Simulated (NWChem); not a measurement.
System: C$_{2}$H$_{6}$O$_{2}$Si; SMILES C1CO[SiH2]O1

Input file for NWChem:

```
start job
memory heap 200 mb stack 900 mb global 1100 mb
geometry units angstroms noautosym nocenter noautoz
  C      0.131332    -0.756192     1.242406
  C     -0.131332     0.756192     1.242406
  O      0.190039     1.238818    -0.049329
  Si     0.000000     0.000000    -1.162656
  O     -0.190039    -1.238818    -0.049329
  H      1.193604    -0.965578     1.470335
  H     -0.484881    -1.276081     1.993031
  H      0.484881     1.276081     1.993031
  H     -1.193604     0.965578     1.470335
  H      1.215592    -0.115419    -2.012934
  H     -1.215592     0.115419    -2.012934
end
basis spherical
  C library 6-31g*
  O library 6-31g*
  Si library 6-31g*
  H library 6-31g*
end
dft
  xc b3lyp
  iterations 150
end
cosmo
  do_cosmo_smd true
  solvent methanol
end
task dft energy
```

Excerpt of the output:

```
             Northwest Computational Chemistry Package (NWChem) 7.3.0
             --------------------------------------------------------

                             Geometry "geometry" -> ""
                             -------------------------

 Output coordinates in angstroms (scale by  1.889725989 to convert to a.u.)

  No.       Tag          Charge          X              Y              Z
 ---- ---------------- ---------- -------------- -------------- --------------
    1 C                    6.0000     0.13133200    -0.75619200     1.24240600
    2 C                    6.0000    -0.13133200     0.75619200     1.24240600
    3 O                    8.0000     0.19003900     1.23881800    -0.04932900
    4 Si                  14.0000     0.00000000     0.00000000    -1.16265600
    5 O                    8.0000    -0.19003900    -1.23881800    -0.04932900
    6 H                    1.0000     1.19360400    -0.96557800     1.47033500
    7 H                    1.0000    -0.48488100    -1.27608100     1.99303100
    8 H                    1.0000     0.48488100     1.27608100     1.99303100
    9 H                    1.0000    -1.19360400     0.96557800     1.47033500
   10 H                    1.0000     1.21559200    -0.11541900    -2.01293400
   11 H                    1.0000    -1.21559200     0.11541900    -2.01293400

 Effective nuclear repulsion energy (a.u.)     251.8729459400

                                 NWChem DFT Module
                                 -----------------

 Summary of "ao basis" -> "ao basis" (spherical)
 ------------------------------------------------------------------------------
       Tag                 Description            Shells   Functions and Types
 ---------------- ------------------------------  ------  ---------------------
 C                           6-31g*                  6       14   3s2p1d
 O                           6-31g*                  6       14   3s2p1d
 Si                          6-31g*                  8       18   4s3p1d
 H                           6-31g*                  2        2   2s

 in cosmo_initialize ...
 calling solv_data for solv:methanol

 solvent parameters
 solvname_short: methanol
 solvname_long:  methanol
 dielec:       32.6130
 dielecinf:     1.7657
 nonaqueous SMD model solvent descriptors
 dielec:       32.6130
 sola:          0.4300
 solb:          0.4700
 solc:          0.0000
 solg:         31.7700
 solh:          0.0000
 soln:          1.3288

          ---------------
          -cosmo- solvent
          ---------------
 Cosmo: York-Karplus, doi: 10.1021/jp992097l
 dielectric constant -eps-     =  32.61
 screen = (eps-1)/(eps    )    =   0.96934
 surface charge correction     = lagrangian

   van der Waals surface
 --------------------------

[...]

                                COSMO-SMD solvation results
                                ---------------------------

             internal energy in gas <Psi(g)|H|Psi(g)> =      -519.808608352175
         internal energy in solvent <Psi(s)|H|Psi(s)> =      -519.807234012877
                               delta internal energy  =         0.001374339298 (    0.86 kcal/mol)
   total free energy in solvent <Psi(s)|H+V/2|Psi(s)> =      -519.817453023265
 polarization energy contribution <Psi(s)|V/2|Psi(s)> =        -0.010219010387 (   -6.41 kcal/mol)
    total free energy in solvent including G(SMD-CDS) =      -519.816152547659
                       G(SMD-CDS) energy contribution =         0.001300475606 (    0.82 kcal/mol)
     1 M fixed-concentration free energy of solvation =        -0.007544195484 (   -4.73 kcal/mol)

                       DFT Final Molecular Orbital Analysis
                       ------------------------------------

 Vector   22  Occ=2.000000D+00  E=-3.232489D-01
              MO Center= -3.0D-09, -8.8D-09,  6.9D-01, r^2= 2.9D+00
   Bfn.  Coefficient  Atom+Function         Bfn.  Coefficient  Atom+Function
  ----- ------------  ---------------      ----- ------------  ---------------
     4      0.299781   1 C  py               18     -0.299781   2 C  py
    32      0.269997   3 O  py               64     -0.269997   5 O  py
    51     -0.210803   4 Si pz               36      0.195324   3 O  py
    68     -0.195324   5 O  py               78     -0.161635   7 H  s
    80     -0.161635   8 H  s                48     -0.160752   4 Si s

 Vector   23  Occ=2.000000D+00  E=-2.911757D-01
              MO Center= -5.3D-09,  3.2D-08, -4.4D-01, r^2= 3.6D+00
   Bfn.  Coefficient  Atom+Function         Bfn.  Coefficient  Atom+Function
  ----- ------------  ---------------      ----- ------------  ---------------
    31      0.341836   3 O  px               63      0.341836   5 O  px
    84     -0.275311  10 H  s                86      0.275311  11 H  s
    35      0.257764   3 O  px               67      0.257764   5 O  px
    83     -0.160726  10 H  s                85      0.160726  11 H  s
    49     -0.124709   4 Si px                3     -0.102757   1 C  px

 Vector   24  Occ=2.000000D+00  E=-2.815198D-01
              MO Center=  4.2D-10, -3.8D-08,  4.8D-01, r^2= 2.8D+00
   Bfn.  Coefficient  Atom+Function         Bfn.  Coefficient  Atom+Function
  ----- ------------  ---------------      ----- ------------  ---------------
    31      0.356957   3 O  px               63     -0.356957   5 O  px
    35      0.291597   3 O  px               67     -0.291597   5 O  px
    76      0.190403   6 H  s                82      0.190403   9 H  s
     3      0.178864   1 C  px               17     -0.178864   2 C  px
    75      0.156270   6 H  s                81      0.156270   9 H  s

 Vector   25  Occ=0.000000D+00  E= 1.181785D-02
              MO Center=  2.0D-10,  5.3D-09, -1.4D+00, r^2= 3.9D+00
   Bfn.  Coefficient  Atom+Function         Bfn.  Coefficient  Atom+Function
  ----- ------------  ---------------      ----- ------------  ---------------
    54      0.951473   4 Si py               34     -0.441594   3 O  s
    66      0.441594   5 O  s                50      0.395396   4 Si py
    37      0.152635   3 O  pz               69     -0.152635   5 O  pz
    46     -0.142072   4 Si py               57     -0.126251   4 Si d -1
    78      0.106608   7 H  s                80     -0.106608   8 H  s

 Vector   26  Occ=0.000000D+00  E= 5.074654D-02
              MO Center= -6.0D-09,  1.3D-09, -8.9D-01, r^2= 5.0D+00
   Bfn.  Coefficient  Atom+Function         Bfn.  Coefficient  Atom+Function
  ----- ------------  ---------------      ----- ------------  ---------------
    55      1.413161   4 Si pz               52      0.543237   4 Si s
     6     -0.522502   1 C  s                20     -0.522502   2 C  s
    34     -0.473141   3 O  s                66     -0.473141   5 O  s
    84      0.325788  10 H  s                86      0.325788  11 H  s
    76      0.189474   6 H  s                82      0.189474   9 H  s

 Vector   27  Occ=0.000000D+00  E= 9.069038D-02
              MO Center=  2.4D-09, -5.2D-09, -7.9D-01, r^2= 4.8D+00
   Bfn.  Coefficient  Atom+Function         Bfn.  Coefficient  Atom+Function
  ----- ------------  ---------------      ----- ------------  ---------------
    52      1.025207   4 Si s                84     -0.904286  10 H  s
    86     -0.904286  11 H  s                34     -0.550170   3 O  s
    66     -0.550170   5 O  s                55     -0.493136   4 Si pz
    48      0.450585   4 Si s                 6      0.392939   1 C  s
    20      0.392939   2 C  s                 9     -0.369789   1 C  pz

     Multipole analysis of the density
     ---------------------------------

     L   x y z        total         alpha         beta         nuclear
     -   - - -        -----         -----         ----         -------
     0   0 0 0     -0.000000    -24.000000    -24.000000     48.000000

     1   1 0 0      0.000000      0.000000      0.000000      0.000000
     1   0 1 0      0.000000      0.000000      0.000000     -0.000000
     1   0 0 1      0.565914     -0.419348     -0.419348      1.404611

     2   2 0 0    -27.441645    -26.326219    -26.326219     25.210794
     2   1 1 0     -0.953073     -2.667184     -2.667184      4.381295
     2   1 0 1     -0.000000     -0.000000     -0.000000      0.000000
     2   0 2 0    -31.297984    -80.936488    -80.936488    130.574992
     2   0 1 1      0.000000      0.000000      0.000000      0.000000
     2   0 0 2    -23.034719   -114.825559   -114.825559    206.616400
```

Level: B3LYP/6-31G* (spherical d), SMD on the gas-phase geometry. Coordinates come from a PBE0/def2-SVP optimisation. Solvent: methanol.
